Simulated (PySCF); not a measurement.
BOCl, SMILES O=BCl.

Geometry: r2SCAN-D4/def2-TZVP.

Two levels are set side by side: TDDFT-PBE/def2-TZVPD (PySCF) and TDDFT-B3LYP/def2-TZVPD (PySCF). Vertical, same geometry. The lowest singlet is HOMO−1→LUMO 100 % with PBE and HOMO→LUMO 98 % with the other functional; states are paired by order. Differences are taken from unrounded values.

```
quantity                              TDDFT-B3LYP
------------------------------------  -----------
lowest singlet excitation (eV)               7.64
lowest triplet excitation (TDA) (eV)         6.90
```

Question: What does TDDFT-PBE give, and how far is it from TDDFT-B3LYP? (Estimate from the structure and the level; the computed values follow.)

Answer: 
```json
[
 {"quantity": "lowest singlet excitation (eV)", "TDDFT-PBE": "7.25", "TDDFT-PBE minus TDDFT-B3LYP": "-0.39"},
 {"quantity": "lowest triplet excitation (TDA) (eV)", "TDDFT-PBE": "6.73", "TDDFT-PBE minus TDDFT-B3LYP": "-0.17"}
]
```

A lower first singlet is the usual sign of a functional without exact exchange. Differences between two approximate levels are no errors against the true value.

Rough cost on one machine, each run with all the roots and properties that it gave: TDDFT-B3LYP against TDDFT-PBE about 3 times.
